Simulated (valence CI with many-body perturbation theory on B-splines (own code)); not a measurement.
Results of a calculation; reference values are marked as such.
**Pb L in three bases**

Level of theory: relativistic CI+MBPT: five valence electrons over a frozen Dirac-Fock core [Ar] 3d10, radial functions for each j: 9 s, 9 p, 8 d, 6 f, 3 g, 1 h, with the one-electron correlation potential Σ1, the two-electron term Σ2, the three-electron term Σ3, Breit, model QED; selected CI, second order for the rest, scaled by the run's own slope (own B-spline code, finite nucleus).

No measured spectrum was set against this ion. As an estimate, large intervals hold to a few tenths of a per cent, small ones and those within an open d or f shell to about a per cent. Among the levels kept, up to 660 cm⁻¹ of a level comes from second order outside the variational space, and about a tenth of that is noise between levels of different J, which matters for small intervals.

The reference run has the lowest level (4s^2 4p1/2^2 4p3/2) J=3/2 and an ionisation energy of 2736.58 eV. Its largest variational space holds 20000 state functions.

Levels are named by their leading jj configuration (3d3/2^4 stands for four electrons in 3d with j = 3/2), which in mixed levels can hold well under half, so a name can repeat and another be missing. Letters in brackets count levels of one name in rising energy.

Changed runs:
A. basis 6 s, 6 p, 5 d, 3 f, 1 g
B. basis 5 s, 5 p, 4 d, 2 f

Excitation energies of the reference run in cm⁻¹, and shifts in cm⁻¹:

```tsv
Level	Reference	A	B
(4s^2 4p1/2 4p3/2^2) J=3/2	1277670	-178	-617
(4s^2 4p1/2 4p3/2^2) J=5/2	1328390	-28	-11
(4s^2 4p1/2 4p3/2^2) J=1/2	1392890	+39	+243
(4s^2 4p1/2^2 4d3/2) J=3/2	1475220	+141	+906
(4s^2 4p1/2^2 4d5/2) J=5/2	1817170	+167	+986
(4s 4p1/2^2 4p3/2^2) J=5/2	2246330	-141	-435
(4s 4p1/2^2 4p3/2^2) J=1/2	2384260	-8.9	+72
(4s 4p1/2^2 4p3/2^2) J=3/2	2400290	-25	+49
(4s^2 4p3/2^3) J=3/2	2679850	-111	-252
(4s^2 4p1/2 4p3/2 4d3/2) J=5/2 [a]	2744800	-44	+164
(4s^2 4p1/2 4p3/2 4d3/2) J=3/2 [a]	2750660	-85	+2.4
(4s^2 4p1/2 4p3/2 4d3/2) J=1/2 [a]	2751930	-112	-105
Ionisation energy (eV)	2736.58	-0.05	-0.19
```
